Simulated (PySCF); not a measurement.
The numbers are results of B3LYP-D3(BJ)/def2-TZVP // PBE0-D4/def2-TZVP (PySCF), not measurements. Gas-phase values, no solvent. One relaxed conformer stands for a flexible species; it need not be the lowest. B3LYP has the VWN-RPA correlation part, as in Gaussian. Delta-SCF ions had no search for a lower state. Excitations are Tamm–Dancoff values on a coarser integration grid. The basis has no diffuse functions, so Rydberg states are missing or too high.

Reference species (SMILES): `C(B)OC` (neutral, multiplicity 1).

- S1 excitation (TDA): 4.77 eV
- S1 oscillator strength: 0.013
- vertical ionisation energy (Delta-SCF): 9.92 eV

After one change: the S1 excitation (TDA) falls by 0.16 eV; the S1 oscillator strength stays essentially unchanged; the vertical ionisation energy (Delta-SCF) rises by 0.26 eV.

Q: What was changed between the two runs? The new species is one of these.
(A) `B[C@@H](C)O`
(B) `CB(C)O` (C–B–O–H torsion 2°)
(C) `CBOC` (C–B–O–C torsion 180°)
(D) `CCBO` (C–C–B–O torsion 0°, C–B–O–H torsion 0°)

A: A, `B[C@@H](C)O`
